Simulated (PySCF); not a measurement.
F2HS, charge +1. Atoms are numbered in the order given.

```xyz
4

F     -0.0312    -0.4721    -1.1812
S      0.1092     0.4735     0.0000
F     -0.0312    -0.4721     1.1812
H     -1.1856     0.9216     0.0000
```
Charge +1, spin multiplicity 1.

Geometry: PBE0-D3(BJ)/def2-TZVP. The isomer is the one that the SMILES or the coordinates give; other isomers of the formula were not compared.

Calculation: TDDFT-ωB97X/def2-SVPD in PySCF.

Vertical excitations. The molecule is in vacuum. State labels are in the subgroup Cs.

Computed lowest excited states:
| state | symmetry | energy (eV) | λ (nm) | f | main pairs |
|---|---|---|---|---|---|
| S1 | A" | 6.92 | 179 | 0.015 | HOMO→LUMO 98 % |
| S2 | A' | 7.59 | 163 | 0.036 | HOMO→LUMO+1 95 % |
| S3 | A' | 10.10 | 123 | 0.011 | HOMO−1→LUMO 95 % |
| S4 | A" | 10.20 | 122 | 0.003 | HOMO−1→LUMO+1 53 %, HOMO−2→LUMO 44 % |
| S5 | A' | 10.58 | 117 | 0.106 | HOMO→LUMO+2 38 %, HOMO−3→LUMO 36 %, HOMO−2→LUMO+1 19 % |
| S6 | A' | 10.61 | 117 | 0.050 | HOMO→LUMO+2 53 %, HOMO−3→LUMO 21 %, HOMO−2→LUMO+1 21 % |
| S7 | A' | 10.67 | 116 | 0.009 | HOMO−2→LUMO+1 56 %, HOMO−3→LUMO 41 % |
| S8 | A" | 10.72 | 116 | 0.008 | HOMO−3→LUMO+1 83 % |
| S9 | A" | 11.47 | 108 | 0.133 | HOMO−2→LUMO 41 %, HOMO−1→LUMO+1 34 %, HOMO−3→LUMO+1 14 % |
| S10 | A" | 12.65 | 98 | 0.010 | HOMO−4→LUMO 91 % |
| T1 | A" | 5.76 | 215 | 0 | HOMO→LUMO 97 % |
| T2 | A' | 6.12 | 203 | 0 | HOMO→LUMO+1 97 % |
| T3 | A" | 9.30 | 133 | 0 | HOMO−2→LUMO 90 % |
| T4 | A' | 9.46 | 131 | 0 | HOMO→LUMO+2 68 %, HOMO−1→LUMO 13 % |
Triplets are in the Tamm–Dancoff approximation, which puts them higher than full response would, so one can lie above its singlet here.
